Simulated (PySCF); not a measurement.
A run for PySCF: R-B3LYP/3-21G on C2H4 (SMILES C=C).

```python
from pyscf import gto, scf, dft, mp
from pyscf.data.elements import chemcore

mol = gto.M(
    atom='''
    C     0.37280676    0.56377999    3.79069813
    C    -0.48590946   -0.44246008    3.90082147
    H     1.43656042    0.39414825    3.67608516
    H     0.04587477    1.59626642    3.81485402
    H    -1.54919755   -0.27268857    4.01945853
    H    -0.15854315   -1.47487156    3.88064656
    ''',
    basis='3-21g',
    charge=0, spin=0, verbose=3, max_memory=1800)
mf = dft.RKS(mol, xc='b3lyp')
mf.conv_tol = 1e-8
mf.max_cycle = 100
mf.kernel()
if not mf.converged:
    mf = mf.newton().run(mf.mo_coeff, mf.mo_occ)
```

The log:

```
converged SCF energy = -78.1610127306998
```

Self-consistency was reached.

Cost: roughly 0.7 core-seconds.
